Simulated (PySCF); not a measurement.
Predicted microwave data (PBE0/pcSseg-1 in PySCF (dipole) on a GFN2-xTB geometry, gas phase) for one isomer of C3H15N2PSi2:

* Rotational constants: A = 1351, B = 758.9, C = 613.9 MHz
* Dipole components: |μa| = 0.97 D, |μb| = 0.31 D, |μc| = 0.68 D
* Inertial defect: -216.66 u·Å²
* κ: -0.61

Question: Which structure is it? (One computed conformer of each.)
A. `[CH3:1][CH2:2][N:3]([SiH3:4])[Si@:5]([CH3:6])([NH2:7])[PH2:8]` with C1–C2–N3–Si4 81°, C2–N3–Si5–C6 -129°, N3–Si5–N7–H -172° and 50°, N3–Si5–P8–H -87° and -179°
B. `[CH3:1][N:2]([CH3:3])[C@@H:4]([SiH3:5])[Si@@H:6]([NH2:7])[PH2:8]` with C1–N2–C4–Si5 73°, N2–C4–Si6–N7 28°, C4–Si6–N7–H 116° and -22°, C4–Si6–P8–H 75° and 167°
C. `[CH3:1][CH2:2][CH2:3][Si@:4]([NH2:5])([PH2:6])[NH:7][SiH3:8]` with C1–C2–C3–Si4 174°, C2–C3–Si4–N5 68°, C3–Si4–N5–H -73° and 63°, C3–Si4–P6–H 97° and -171°, C3–Si4–N7–Si8 51°
D. `[CH3:1][NH:2][Si@@H:3]([PH2:4])[SiH2:5][N:6]([CH3:7])[CH3:8]` with C1–N2–Si3–P4 -169°, N2–Si3–P4–H 170° and -98°, N2–Si3–Si5–N6 -53°, Si3–Si5–N6–C7 161°
E. `[CH3:1][N:2]([CH3:3])[SiH2:4][N:5]([CH3:6])[SiH2:7][PH2:8]` with C1–N2–Si4–N5 59°, N2–Si4–N5–C6 -155°, Si4–N5–Si7–P8 -14°, N5–Si7–P8–H 73° and 165°

Answer: D. It is CN[Si@@H](P)[SiH2]N(C)C, an asymmetric top, point group C1. The candidates at the same level (rigid rotor, commonest isotopes):

```tsv
SMILES	A (MHz)	B (MHz)	C (MHz)	μa (D)	μb (D)	μc (D)	Δ (u·Å²)	point group	rotor
CN[Si@@H](P)[SiH2]N(C)C	1351	758.9	613.9	0.97	0.31	0.68	-216.66	C1	asymmetric top
CN(C)[C@@H]([SiH3])[Si@@H](N)P	1509	774.0	607.7	1.38	0.73	0.44	-156.40	C1	asymmetric top
CCN([SiH3])[Si@](C)(N)P	1387	949.8	717.4	0.04	1.52	0.24	-192.04	C1	asymmetric top
CCC[Si@](N)(P)N[SiH3]	1191	726.5	613.8	0.48	0.07	2.26	-296.76	C1	asymmetric top
CN(C)[SiH2]N(C)[SiH2]P	1337	1096	714.2	0.11	1.06	0.16	-131.52	C1	asymmetric top
```

`CCN([SiH3])[Si@](C)(N)P` has B 25 % too high; `CCC[Si@](N)(P)N[SiH3]` has A 12 % too low; `CN(C)[SiH2]N(C)[SiH2]P` has B 44 % too high; `CN(C)[C@@H]([SiH3])[Si@@H](N)P` has A 12 % too high. No structure here is proved a minimum.
